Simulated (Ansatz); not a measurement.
`[SiH3]S` + `N#CO` → `N#CO[SiH3]` + H₂S at 600 K and 1 bar (ligand exchange at the Si–S bond).

Gas-phase electronic energies from Ansatz, PBE0-D4/def2-TZVP geometries. CCSD(T)/CBS adds triple-zeta CCSD(T) − MP2 to the extrapolated MP2 energy (def2 sets, frozen cores). This one scheme is used for every species. One conformer a species, not always the lowest.

```csv
species,CCSD(T)/CBS energy (Eh),H − E (kJ/mol),S (J/(mol·K))
`[SiH3]S`,-689.27336,126.3,326.2
`N#CO`,-168.48100,84.3,277.2
`N#CO[SiH3]`,-458.79584,144.5,367.3
H₂S,-398.97279,60.8,230.9
```

H − E and S are ideal-gas, rigid-rotor, harmonic terms from PBE0-D4/def2-TZVP, for one conformer and one mirror image of each species. 1 Eh = 2625.50 kJ/mol, R = 8.31446 J/(mol·K).

**Question.** By hand: ΔE, ΔH, ΔS and ΔG.

**Answer.** ΔE = (-458.79584) + (-398.97279) − (-689.27336) − (-168.48100) = -0.01427 Eh = -37.5 kJ/mol. Δ(H − E) = 144.5 + 60.8 − 126.3 − 84.3 = -5.3, so ΔH = -42.8 kJ/mol. ΔS = 367.3 + 230.9 − 326.2 − 277.2 = -5.2 J/(mol·K). ΔG = -42.8 − 600 × (-5.2)/1000 = -39.7 kJ/mol.

**Question.** By hand: the equilibrium constant, and the temperature at which ΔG would vanish if ΔH and ΔS stayed fixed.

**Answer.** log₁₀ K = −ΔG/(RT ln 10) = 3.5. ΔG = 0 at ΔH/ΔS = 8231 K, far beyond where these terms or the molecules hold.

The number of gas molecules stays the same, so ΔS is small and ΔH decides. A doubt of 5 kJ/mol in ΔE shifts log₁₀ K by 0.4 here. Other conformers and mirror images would add mixing entropy, several J/(mol·K) or more a flexible species. These are equilibria of isolated gas molecules and say nothing of rates. Largest T1 diagnostic: 0.014 (customary marks: 0.02 for closed shells, 0.045 for open ones).
